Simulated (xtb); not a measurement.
H₁₀Si₅, charge -1, doublet, from a rough starting geometry (a state made from the parent by changing its charge; the spin is typed, not shown lowest); GFN2-xTB (xtb).

The xtb input:
```
$ xtb mol.xyz --gfn 2 --chrg -1 --uhf 1 --opt vtight --json

# file mol.xyz
15

Si     0.79373881     1.18079261     1.37789666
Si     1.83620103    -0.55457699     0.22846846
Si     0.28672931    -1.66444611    -0.98823590
Si    -1.69847243    -0.46161290    -0.88037609
Si    -1.18337451     1.54869277     0.24526680
H      0.54138018     0.84548968     2.79702395
H      1.71475728     2.38014377     1.43466980
H      2.57765536    -1.43073306     1.20967655
H      3.01538651    -0.08062459    -0.63707815
H      0.06932268    -3.04618072    -0.55508900
H      0.67596507    -1.87334857    -2.36515909
H     -2.78125143    -1.19069144    -0.19861522
H     -2.31782347    -0.18400077    -2.22713869
H     -1.11245219     2.67801703    -0.67441892
H     -2.33867861     1.98078914     1.18168520
```

Predict the main parts of the log of this xtb run.


```
   ID    Z sym.   atoms
    1   14 Si     1-5
    2    1 H      6-15

           -------------------------------------------------
          |                Calculation Setup                |
           -------------------------------------------------

           -------------------------------------------------
          |                 G F N 2 - x T B                 |
           -------------------------------------------------

          ...................................................
          :                      SETUP                      :
          :.................................................:
          :  # basis functions                  60          :
          :  # atomic orbitals                  55          :
          :  # shells                           25          :
          :  # electrons                        31          :
          :  max. iterations                   250          :
          :  Hamiltonian                  GFN2-xTB          :
          :  restarted?                      false          :
          :  GBSA solvation                  false          :
          :  PC potential                    false          :
          :  electronic temp.          300.0000000     K    :
          :  accuracy                    1.0000000          :
          :  -> integral cutoff          0.2500000E+02      :
          :  -> integral neglect         0.1000000E-07      :
          :  -> SCF convergence          0.1000000E-05 Eh   :
          :  -> wf. convergence          0.1000000E-03 e    :
          :  Broyden damping             0.4000000          :
          :  net charge                         -1          :
          :  unpaired electrons                  1          :
          ...................................................

 iter      E             dE          RMSdq      gap      omega  full diag
   1    -13.7648808 -0.137649E+02  0.530E+00    0.28       0.0  T
   2    -13.9038911 -0.139010E+00  0.338E+00    0.24       1.0  T
   3    -13.8754279  0.284631E-01  0.282E+00    0.41       1.0  T
   4    -13.8610860  0.143419E-01  0.243E+00    0.34       1.0  T
   5    -13.9092447 -0.481587E-01  0.113E+00    0.45       1.0  T
   6    -13.9142432 -0.499849E-02  0.715E-01    0.45       1.0  T
   7    -13.9144476 -0.204417E-03  0.677E-01    0.45       1.0  T
   8    -13.9147320 -0.284404E-03  0.483E-01    0.45       1.0  T
   9    -13.9159126 -0.118061E-02  0.156E-01    0.45       1.0  T
  10    -13.9159271 -0.144676E-04  0.104E-01    0.45       1.0  T
  11    -13.9159351 -0.804560E-05  0.579E-02    0.45       1.0  T
  12    -13.9159479 -0.128156E-04  0.303E-02    0.45       1.0  T
  13    -13.9159487 -0.757623E-06  0.171E-02    0.45       1.5  T
  14    -13.9159497 -0.105799E-05  0.428E-03    0.45       6.0  T
  15    -13.9159498 -0.454582E-07  0.196E-03    0.45      13.2  T
  16    -13.9159498 -0.545232E-08  0.117E-03    0.45      22.0  T
  17    -13.9159498 -0.229317E-08  0.384E-04    0.45      67.2  T
  18    -13.9159498 -0.396124E-09  0.150E-04    0.45     172.3  T

   *** convergence criteria satisfied after 18 iterations ***

         :::::::::::::::::::::::::::::::::::::::::::::::::::::
         ::                     SUMMARY                     ::
         :::::::::::::::::::::::::::::::::::::::::::::::::::::
         :: total energy             -13.805836847249 Eh    ::
         :: gradient norm              0.060956019014 Eh/a0 ::
         :: HOMO-LUMO gap              0.449387003637 eV    ::
         ::.................................................::
         :: SCC energy               -13.915894000262 Eh    ::
         :: -> isotropic ES            0.089738420854 Eh    ::
         :: -> anisotropic ES          0.012257902366 Eh    ::
         :: -> anisotropic XC          0.005722744418 Eh    ::
         :: -> dispersion             -0.018257250857 Eh    ::
         :: repulsion energy           0.110057153013 Eh    ::
         :: add. restraining           0.000000000000 Eh    ::
         :: total charge              -1.000000000001 e     ::
         :::::::::::::::::::::::::::::::::::::::::::::::::::::

      -----------------------------------------------------------
     |                   =====================                   |
     |                        A N C O P T                        |
     |                   =====================                   |
     |               Approximate Normal Coordinate               |
     |                Rational Function Optimizer                |
      -----------------------------------------------------------
      -----------------------------------------------------------
     |                   =====================                   |
     |                        A N C O P T                        |
     |                   =====================                   |
     |               Approximate Normal Coordinate               |
     |                Rational Function Optimizer                |
      -----------------------------------------------------------

          ...................................................
          :                      SETUP                      :
          :.................................................:
          :   optimization level         verytight          :
          :   max. optcycles                   300          :
          :   ANC micro-cycles                  20          :
          :   degrees of freedom                39          :
          :.................................................:
          :   RF solver                   davidson          :
          :   write xtbopt.log                true          :
          :   linear?                        false          :
          :   energy convergence         0.1000000E-06 Eh   :
          :   grad. convergence          0.2000000E-03 Eh/α :
          :   maxmium RF displ.          1.0000000          :
[...]
 * total energy  :   -13.8176446 Eh     change       -0.1737260E-06 Eh
 * total energy  :   -13.8176448 Eh     change       -0.1564677E-06 Eh
 * total energy  :   -13.8176449 Eh     change       -0.1413971E-06 Eh
 * total energy  :   -13.8176450 Eh     change       -0.1325010E-06 Eh
 * total energy  :   -13.8176452 Eh     change       -0.1265827E-06 Eh
 * total energy  :   -13.8176453 Eh     change       -0.1158054E-06 Eh
 * total energy  :   -13.8176454 Eh     change       -0.1110705E-06 Eh
 * total energy  :   -13.8176455 Eh     change       -0.1096353E-06 Eh
 * total energy  :   -13.8176456 Eh     change       -0.1094896E-06 Eh
 * total energy  :   -13.8176457 Eh     change       -0.1064856E-06 Eh
 * total energy  :   -13.8176458 Eh     change       -0.1011795E-06 Eh
 * total energy  :   -13.8176459 Eh     change       -0.9317319E-07 Eh
   *** GEOMETRY OPTIMIZATION CONVERGED AFTER 89 ITERATIONS ***
         :: total energy             -13.817645920396 Eh    ::
[...]

           -------------------------------------------------
          |                Property Printout                |
           -------------------------------------------------

    * Orbital Energies and Occupations

         #    Occupation            Energy/Eh            Energy/eV
      -------------------------------------------------------------
         1        2.0000           -0.6157671             -16.7559
       ...           ...                  ...                  ...
         4        2.0000           -0.4292835             -11.6814
         5        2.0000           -0.4164709             -11.3327
         6        2.0000           -0.2835377              -7.7155
         7        2.0000           -0.2739409              -7.4543
         8        2.0000           -0.2713471              -7.3837
         9        2.0000           -0.2571748              -6.9981
        10        2.0000           -0.2546328              -6.9289
        11        2.0000           -0.2502705              -6.8102
        12        2.0000           -0.2199438              -5.9850
        13        2.0000           -0.2181668              -5.9366
        14        2.0000           -0.1764120              -4.8004
        15        2.0000           -0.1721515              -4.6845
        16        1.0000           -0.0831116              -2.2616 (HOMO)
        17                         -0.0517936              -1.4094 (LUMO)
        18                         -0.0400280              -1.0892
        19                         -0.0316856              -0.8622
        20                         -0.0295806              -0.8049
        21                         -0.0088382              -0.2405
        22                         -0.0037223              -0.1013
        23                          0.0027938               0.0760
        24                          0.0077042               0.2096
        25                          0.0244318               0.6648
        26                          0.0364650               0.9923
        27                          0.0475139               1.2929
       ...                                ...                  ...
        55                          1.3805405              37.5664
      -------------------------------------------------------------
                  HL-Gap            0.0313181 Eh            0.8522 eV
             Fermi-level           -0.0975421 Eh           -2.6543 eV

     #   Z          covCN         q      C6AA      α(0)
     1  14 Si       3.663     0.205   105.034    19.643
     2  14 Si       3.714     0.221   104.262    19.552
     3  14 Si       3.719     0.220   104.267    19.551
     4  14 Si       3.714     0.221   104.262    19.552
     5  14 Si       3.663     0.205   105.034    19.643
     6   1 H        0.901    -0.235    13.936     5.841
     7   1 H        0.894    -0.189    10.025     4.955
     8   1 H        0.910    -0.196    10.543     5.079
     9   1 H        0.911    -0.211    11.678     5.345
    10   1 H        0.913    -0.206    11.250     5.246
    11   1 H        0.913    -0.206    11.249     5.246
    12   1 H        0.911    -0.211    11.675     5.345
    13   1 H        0.910    -0.196    10.545     5.080
    14   1 H        0.901    -0.235    13.935     5.841
    15   1 H        0.894    -0.189    10.025     4.955

 Mol. C6AA /au·bohr⁶  :       7148.693047
 Mol. C8AA /au·bohr⁸  :     300500.336147
 Mol. α(0) /au        :        150.871574

Wiberg/Mayer (AO) data.
largest (>0.10) Wiberg bond orders for each atom

 ---------------------------------------------------------------------------
     #   Z sym  total        # sym  WBO       # sym  WBO       # sym  WBO
 ---------------------------------------------------------------------------
     1  14 Si   3.876 --     5 Si   0.962     2 Si   0.911     6 H    0.870
                             7 H    0.866     4 Si   0.102
     2  14 Si   3.810 --     1 Si   0.911     3 Si   0.887     9 H    0.886
                             8 H    0.882     5 Si   0.102
     3  14 Si   3.761 --    11 H    0.888    10 H    0.888     2 Si   0.887
                             4 Si   0.887
     4  14 Si   3.810 --     5 Si   0.911     3 Si   0.887    12 H    0.886
                            13 H    0.882     1 Si   0.102
     5  14 Si   3.876 --     1 Si   0.962     4 Si   0.911    14 H    0.870
                            15 H    0.866     2 Si   0.102
     6   1 H    0.944 --     1 Si   0.870
     7   1 H    0.962 --     1 Si   0.866
     8   1 H    0.961 --     2 Si   0.882
     9   1 H    0.955 --     2 Si   0.886
    10   1 H    0.957 --     3 Si   0.888
    11   1 H    0.957 --     3 Si   0.888
    12   1 H    0.955 --     4 Si   0.886
    13   1 H    0.961 --     4 Si   0.882
    14   1 H    0.944 --     5 Si   0.870
    15   1 H    0.962 --     5 Si   0.866
 ---------------------------------------------------------------------------

Topologies differ in total number of bonds
Writing topology from bond orders to xtbtopo.mol

molecular dipole:
                 x           y           z       tot (Debye)
 q only:       -0.004      -0.060      -0.020
   full:        0.053      -0.465      -0.264       1.367
molecular quadrupole (traceless):
                xx          xy          yy          xz          yz          zz
 q only:       -6.547       4.060      -0.565      -6.695      -9.287       7.112
  q+dip:       -5.480       4.030      -1.418      -6.148      -9.746       6.898
   full:       -7.491       3.878      -0.455      -6.578      -9.900       7.945

optimized geometry written to: xtbopt.xyz

           -------------------------------------------------
          | TOTAL ENERGY              -13.817645920396 Eh   |
          | GRADIENT NORM               0.000040719532 Eh/α |
          | HOMO-LUMO GAP               0.852207549581 eV   |
           -------------------------------------------------

normal termination of xtb
```
